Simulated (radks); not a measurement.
Spherical quantum dot in the effective-mass picture: electrons in a hard-walled sphere of radius 1.78, all in effective atomic units (hartree* = m*/eps^2 hartree, bohr* = eps/m* bohr), one dielectric constant everywhere. Calculated with a radial shooting solver with Libxc functionals: non-relativistic Kohn-Sham, PBEsol, spin-polarised, spherical densities. Levels are named by radial order and angular momentum (1s, 1p, 1d, 2s, ...), and open shells are averaged over m.

N = 31, configuration 1s2 1p6 1d10 1f(up 7, down 6). This is the lowest configuration that the search found. Occupied and some empty levels:

level    occupation  eigenvalue (hartree*)  <r> (bohr*)
1s up             1                 24.544        1.120
1s down           1                 24.563        1.119
1p up             3                 25.527        1.197
1p down           3                 25.549        1.196
1d up             5                 27.089        1.252
1d down           5                 27.112        1.252
1f up             7                 29.156        1.295
1f down           6                 29.180        1.294
2s up             0                 29.482       0.8134
2s down           0                 29.490       0.8137
1g up             0                 31.685        1.329
1g down           0                 31.710        1.329
2p up             0                 32.401       0.9336
2p down           0                 32.412       0.9335
2d up             0                 35.786        1.014
2d down           0                 35.799        1.014

Energy (hartree*): total 508.749, kinetic 186.25, external 0, Hartree 353.30, exchange-correlation -30.793.

Electron density:

r (bohr*)  n(r) (e/bohr*^3)
0.140                0.1306
0.272                0.1737
0.405                0.2643
0.538                0.4335
0.671                0.7205
0.804                 1.151
0.937                 1.700
1.07                  2.248
1.20                  2.559
1.33                  2.380
1.47                  1.631
1.60                 0.6452
1.73                0.04378
